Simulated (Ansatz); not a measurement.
ClH3NNbO2 (`[NH2][Nb](=[O])([OH])[Cl]`). The species carries charge 0 and has multiplicity 1. Nb: def2 effective core potential.

```xyz
8

N     0.1340   -1.4014    0.2065
Nb   -0.1063    0.5318    0.3561
O     0.7504    0.9769    1.7410
O     0.6223    1.4654   -1.1237
Cl   -2.3678    0.9994    0.5633
H    -0.2562   -1.9814   -0.5240
H     0.6678   -1.9622    0.8548
H     0.5558    1.3715   -2.0740
```

(1) List the harmonic frequencies (cm⁻¹, unscaled) at PBE0-D4/def2-TZVP in Ansatz. (An estimate is asked.)

(2) Is this a minimum?

(3) Give the ideal-gas thermochemistry at 298.15 K and 1 bar (rigid rotor, harmonic oscillator; point group C1, symmetry number 1).

(4) Rotational constants (cm⁻¹)?

Answers

(1) Computed: 139, 149, 183, 222, 235, 256, 372, 405, 448, 533, 590, 710, 729, 1049, 1542, 3565, 3667, 3936.

(2) Yes, all 18 modes are real.

(3) Zero-point energy 112.0 kJ/mol; H(298) − E = 134.9 kJ/mol; entropy 364.2 J/(mol·K), of which translation 173.4, rotation 116.2, vibration 74.5; G(298) − E = 26.3 kJ/mol.

(4) 0.1076, 0.06369, 0.0588.
